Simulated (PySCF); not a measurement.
# Calcium: a sound run and one with changed settings

Sound run: Ca [Ar] 4s2, Ca+ [Ar] 4s1. Computed with PySCF 2.14 in x2c-TZVPall (6s5p3d, 36 functions), with scalar relativity by spin-free X2C-1e. In the sound run the correlated levels freeze [Ar]. The sound run starts from symmetry-adapted Hartree-Fock orbitals and uses a fine grid where one is needed.

Changed run: initial guess minao, at most 50 SCF cycles.

```
species   method  sound run (hartree)  changed run (hartree)  converged
     Ca      UHF           -679.62020             -679.62020        yes
     Ca     TPSS           -680.45678             -680.45678        yes
     Ca  CCSD(T)           -679.64840             -679.64840        yes
    Ca+     BP86           -680.29226             -680.29226        yes
```

Here the plain start reaches the same solutions.
